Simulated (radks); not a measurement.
All-electron atom: I XXI in [Ar] 3d9 4s2 4p3 5s1 (not the ground configuration). Calculated with a radial shooting solver on a logarithmic mesh with Libxc functionals: scalar-relativistic Kohn-Sham, BLYP, spin-polarised, spherical densities, finite nucleus; open shells are filled with parallel spins first (spin-orbit coupling, left out, can overturn this in heavy ions); Fermi nuclear charge, rms radius 4.75 fm.

Local quantities along the radius. ELF = 1/(1 + alpha^2) is the electron localisation function; alpha = (tau - tau_W)/tau_unif compares the Pauli kinetic energy density with that of the uniform gas (summed over spins); -r V(r) is the screened charge that the Kohn-Sham potential of spin up presents (atomic units); s = |grad rho|/(2 (3 pi^2)^(1/3) rho^(4/3)) is the reduced gradient. tau is taken from the large components.

| r (bohr) | ELF | alpha | -r V(r) | s |
|---|---|---|---|---|
| 0.001406 | 0.999 | 0.02349 | 52.70 | 0.6728 |
| 0.001831 | 0.999 | 0.02423 | 52.59 | 0.6110 |
| 0.002365 | 0.999 | 0.02564 | 52.45 | 0.5678 |
| 0.003079 | 0.999 | 0.02808 | 52.26 | 0.5381 |
| 0.003977 | 0.999 | 0.03188 | 52.03 | 0.5217 |
| 0.005179 | 0.999 | 0.03814 | 51.73 | 0.5169 |
| 0.006744 | 0.998 | 0.04846 | 51.34 | 0.5242 |
| 0.008711 | 0.996 | 0.06567 | 50.85 | 0.5438 |
| 0.01134 | 0.990 | 0.09838 | 50.22 | 0.5784 |
| 0.01477 | 0.974 | 0.1645 | 49.44 | 0.6285 |
| 0.01908 | 0.916 | 0.3032 | 48.50 | 0.6869 |
| 0.02484 | 0.724 | 0.6176 | 47.33 | 0.7290 |
| 0.03235 | 0.424 | 1.165 | 45.92 | 0.6718 |
| 0.04179 | 0.318 | 1.463 | 44.29 | 0.4682 |
| 0.05441 | 0.474 | 1.053 | 42.39 | 0.2959 |
| 0.07029 | 0.704 | 0.6488 | 40.28 | 0.3124 |
| 0.09153 | 0.756 | 0.5678 | 37.84 | 0.4381 |
| 0.1192 | 0.538 | 0.9259 | 35.18 | 0.5511 |
| 0.154 | 0.297 | 1.538 | 32.48 | 0.4113 |
| 0.2005 | 0.497 | 1.006 | 29.78 | 0.2127 |
| 0.261 | 0.758 | 0.5643 | 27.22 | 0.3429 |
| 0.3372 | 0.702 | 0.6512 | 25.07 | 0.6173 |
| 0.4391 | 0.292 | 1.559 | 23.38 | 0.8164 |
| 0.5717 | 0.390 | 1.251 | 22.36 | 0.5744 |
| 0.7385 | 0.643 | 0.7456 | 21.64 | 0.8748 |
| 0.9616 | 0.213 | 1.923 | 21.04 | 1.335 |
| 1.242 | 0.370 | 1.304 | 20.79 | 1.545 |
| 1.617 | 0.875 | 0.3785 | 20.51 | 3.650 |
| 2.106 | 0.960 | 0.2028 | 20.31 | 12.77 |
| 2.721 | 0.940 | 0.2534 | 20.18 | 66.89 |

On this mesh the ELF has minima near r = 0.042, 0.15, 0.50, 1.1 bohr, which separate the shells, and maxima near 0.081 (0.76), 0.30 (0.77), 0.74 (0.64), 2.1 (0.96).

Self-consistent cycle (total energy in hartree, residual of the potential): 1: -6870.637686, 5e+01; 2: -6898.761989, 3e+01; 3: -6917.643488, 8e-01; 4: -6917.730496, 5e-01; 5: -6917.720304, 1e-02; 6: -6917.720488, 8e-04; 7: -6917.720510, 1e-04; 8: -6917.720510, 8e-05; 9: -6917.720509, 5e-05; 10: -6917.720509, 2e-05; 11: -6917.720509, 9e-06; 12: -6917.720509, 2e-07; 13: -6917.720509, 2e-07; 14: -6917.720509, 3e-08; 15: -6917.720509, 6e-09.
